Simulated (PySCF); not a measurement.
# Correlation energy of Kr²⁺ (krypton, charge +2)

[Ar] 3d10 4s2 4p4, high-spin 3P determinant. All numbers are calculated (PySCF 2.14, scalar relativity by spin-free X2C-1e, in x2c-TZVPall). Frozen: [Ar] 3d10; 6 electrons correlated.

MP2 pair energies summed by pair of shells (mhartree):

```
 pair  energy  share (%)
4p-4p  -49.81       46.3
4s-4p  -49.58       46.1
4s-4s   -8.09        7.5
```

Total MP2 correlation energy: -107.48 mhartree.

Same-spin part -24.18 and opposite-spin part -83.30 mhartree; SCS-MP2 scales them by 1/3 and 6/5 to -108.02 mhartree.

```csv
level,correlation energy (mhartree)
CCSD,-126.97
(T),-2.97
CCSD(T),-129.94
```

Diagnostics: T1 = 0.0062, D1 = 0.0199, largest double amplitude 0.043.

Q: Is a single reference adequate?

A: Yes, within this model without spin-orbit coupling: T1 lies below 0.03 and no double amplitude reaches 0.07.
